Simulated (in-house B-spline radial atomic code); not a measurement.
Atomic self-consistent-field run: the mercury ion Hg⁺. Level of theory: scalar-relativistic (X2C) r2SCAN, spin-polarised, spherical fractional occupations, Fermi nucleus of rms radius 5.4648 fm; calculated with an all-electron radial atomic-structure program (B-spline basis).

Command:
```bash
python run_scf.py task.json out
```
Settings (nuclear radius in fm, mass in u):
```
Z                80
configuration    [Xe] 4f14 5d10 6s1
hamiltonian      x2c
method           r2scan
spin_polarised   True
nucleus          fermi
rms_radius       5.4648
atomic_mass      201.97064
speed_of_light   137.035999084
```

Output (hartree, bohr):
```
 radial grid: 81 intervals, B-splines of order 8, outer radius 60 bohr

 iter        energy (Eh)    residual
    1      -19625.672525    1.76e-01
    2      -19625.686611    3.52e-03
    3      -19625.686986    1.48e-03
    4      -19625.687004    4.98e-04
    5      -19625.687005    2.13e-04
    6      -19625.687006    1.60e-04
    7      -19625.687007    1.51e-05
    8      -19625.687007    3.68e-06
    9      -19625.687007    7.69e-07

 total energy                    -19625.68701
 kinetic                           22649.4208
 electron-nucleus                 -49513.0295
 Hartree                            7615.9984
 exchange-correlation               -378.0767

 orbital      occ     eigenvalue          <r>       <r^2>       <1/r>       r_max
 1s up      1.000     -3048.4721    0.0157417 0.000350506     108.679     0.00923
 1s down    1.000     -3048.4710    0.0157417 0.000350506     108.679     0.00923
 2s up      1.000      -541.4833    0.0690492  0.00571152     25.5844     0.05895
 2s down    1.000      -541.4835    0.0690492  0.00571153     25.5844     0.05895
 2p up      3.000      -469.0928    0.0626417  0.00481622      20.627     0.04838
 2p down    3.000      -469.0929    0.0626417  0.00481623     20.6269     0.04838
 3s up      1.000      -129.1908     0.179947   0.0371931     9.18252      0.1668
 3s down    1.000      -129.1904     0.179947   0.0371931     9.18249      0.1668
 3p up      3.000      -108.0635     0.181152    0.038179     7.87181      0.1659
 3p down    3.000      -108.0631     0.181152    0.038179      7.8718      0.1659
 3d up      5.000       -84.7845     0.165027   0.0318954     7.26617      0.1355
 3d down    5.000       -84.7844     0.165027   0.0318953     7.26619      0.1355
 4s up      1.000       -28.9094     0.399214    0.180012      3.8193      0.3763
 4s down    1.000       -28.9085     0.399204    0.180001     3.81935      0.3763
 4p up      3.000       -21.9092     0.424144    0.204608     3.32906      0.3952
 4p down    3.000       -21.9081     0.424124    0.204588     3.32919      0.3952
 4d up      5.000       -13.2955     0.449018    0.232967     2.95227      0.4033
 4d down    5.000       -13.2943     0.448989    0.232937     2.95245      0.4033
 5s up      1.000        -4.7449     0.906568    0.922561      1.5323      0.8301
 5s down    1.000        -4.7445     0.906524    0.922133     1.53178      0.8305
 5p up      3.000        -2.8563      1.04139     1.22737      1.2826      0.9275
 5p down    3.000        -2.8556      1.03944     1.22134     1.28395      0.9278
 4f up      7.000        -3.8900     0.482909     0.28152     2.53168      0.3678
 4f down    7.000        -3.8888     0.482886    0.281494     2.53181      0.3678
 5d up      5.000        -0.7105      1.47757     2.58188    0.893839       1.164
 5d down    5.000        -0.6956      1.45308     2.48707    0.906556       1.159
 6s up      1.000        -0.5652      2.48434     6.97277    0.515232       2.145

 Slater integrals (Eh)
   F0(5d up,5d up)               0.614412
   F2(5d up,5d up)               0.314450
   F4(5d up,5d up)               0.207065
   F0(5d up,5d down)             0.619285
   F2(5d up,5d down)             0.317724
   F4(5d up,5d down)             0.209506
   F0(5d up,6s up)               0.428813
   G2(5d up,6s up)               0.101618
   F0(5d down,5d down)           0.624256
   F2(5d down,5d down)           0.321130
   F4(5d down,5d down)           0.212057
   F0(5d down,6s up)             0.430328
   F0(6s up,6s up)               0.362892
```

Cost of the run: 0.67 s on 1 thread of Arm Neoverse V2 (shared host).

One-electron X2C: radii and densities carry no picture-change correction, so inner-shell <1/r> comes out high (for 1s by about 2 % at Z = 33, 5 % at 54, 10 % at 75, 30 % at 118) and <r> low.
